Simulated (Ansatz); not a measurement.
Consider the formal exchange of groups at the Si–Si bond: `O[SiH2]N[SiH2][SiH3]` + `C[S][AlH][F]` → `C[S][Al]([F])[SiH3]` + `O[SiH2]N[SiH3]`.

Calculated with Ansatz (gas phase, PBE0-D4/def2-TZVP geometries, no zero-point term in ΔE). CBS: MP2 limit from def2 TZ/QZ plus the TZ coupled-cluster correction, frozen cores. This one scheme is used for every species. Functionals use def2-TZVPP. B3LYP here is the variant with VWN-RPA as its local correlation; programs differ in this. One conformer a species, not always the lowest.

| level | ΔE (kJ/mol) |
| --- | --- |
| ωB97X-V | -8.4 |
| B2PLYP | -12.8 |
| r2SCAN | -10.1 |
| B3LYP | -14.4 |
| MP2/def2-TZVPP | -10.1 |
| HF/def2-QZVPP | -15.8 |
| SCS-MP2/def2-QZVPP | -11.0 |
| MP2/CBS(def2) | -9.1 |

(1) What does CCSD(T)/CBS give? (Estimate.)

Largest T1 diagnostic among the species: 0.013.

## Answers

(1) Ansatz gave: -10.4 kJ/mol. The listed levels differ from it by 2.0, -2.4, 0.3, -4.0, 0.3, -5.4, -0.6, 1.3 kJ/mol.

The D4 term adds +5.0 kJ/mol with B3LYP and +2.6 kJ/mol with PBE0; it sums over pairs of atoms, weighted by their polarisabilities, and B3LYP, whose exchange is more repulsive, gets the larger term. In def2-TZVPP, CCSD(T) changes the Hartree–Fock value by +4.3 kJ/mol (the triples alone add +0.5 kJ/mol) and MP2 by +5.6 kJ/mol.
